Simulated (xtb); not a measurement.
C$_{3}$H$_{7}$, doublet, at a GFN2-xTB geometry. Base run: GFN2-xTB run with xtb.

Here is a job for xtb.
```
$ xtb mol.xyz --gfn 2 --uhf 1 --json

# file mol.xyz
10

C     -0.08073437     0.51425383     0.00202403
C      0.04477701    -0.19753283     1.29093157
C      0.04445320    -0.18802225    -1.29225504
H     -0.46360008     1.52072873     0.00525132
H      0.40419944     0.47041680     2.07407067
H      0.43018374     0.47888266    -2.06403124
H     -0.92265236    -0.59238384     1.63168364
H      0.72527311    -1.04407116     1.20462375
H      0.70335913    -1.05117986    -1.20587517
H     -0.92773804    -0.55458579    -1.64992641
```

Each row names what was changed in the base input (with any setting that the change needs).

| change | ΔE vs base (mEh) | dipole (D) | G_solv (kcal/mol) | SCF cycles |
|---|---|---|---|---|
| base | 0.000 | 0.44 | - | 8 |
| acc = 0.0001 | 0.000 | 0.44 | - | 14 |
| alpb = acetonitrile | -3.182 | 0.48 | -2.02 | 9 |
| gbsa = water | -0.625 | 0.50 | -0.43 | 8 |
| alpb = chcl3 | -4.029 | 0.49 | -2.55 | 9 |
| etemp = 1000 | 0.000 | 0.44 | - | 8 |

ALPB and GBSA are two models with their own fitted parameters for each solvent, which aren't always the measured dielectric constant.
